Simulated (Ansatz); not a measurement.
Mulliken charges of `CSB(F)F` from PBE/def2-TZVPP in Ansatz (PBE0-D4/def2-TZVP geometry).

| atom | x (Å) | y (Å) | z (Å) | charge (e) |
| --- | --- | --- | --- | --- |
| C1 | -0.803 | 0.137 | 0.922 | -0.255 |
| S2 | 0.719 | -0.780 | 0.570 | -0.139 |
| B3 | 1.068 | -0.245 | -1.104 | 0.400 |
| F4 | 2.134 | -0.712 | -1.728 | -0.186 |
| F5 | 0.295 | 0.610 | -1.753 | -0.203 |
| H6 | -0.638 | 1.209 | 0.840 | 0.129 |
| H7 | -1.081 | -0.107 | 1.946 | 0.126 |
| H8 | -1.603 | -0.169 | 0.250 | 0.128 |

Question: By hand: the dipole of these point charges (1 e Å = 4.8032 D).

Answer: Σ q r = (-0.348, 0.105, 0.307) e Å, of length 0.476 e Å = 2.29 D.

Question: How does the dipole of the full density compare? (Best estimate.)

Answer: The calculation gave: (-0.338, 0.118, 0.261) e Å, 2.13 D; the point charges give 1.08 times that, at 5° from its direction.

Point charges leave out the atoms' own dipoles, such as those of lone pairs, and Mulliken's split depends on the basis, so the close match here is no proof of good charges.
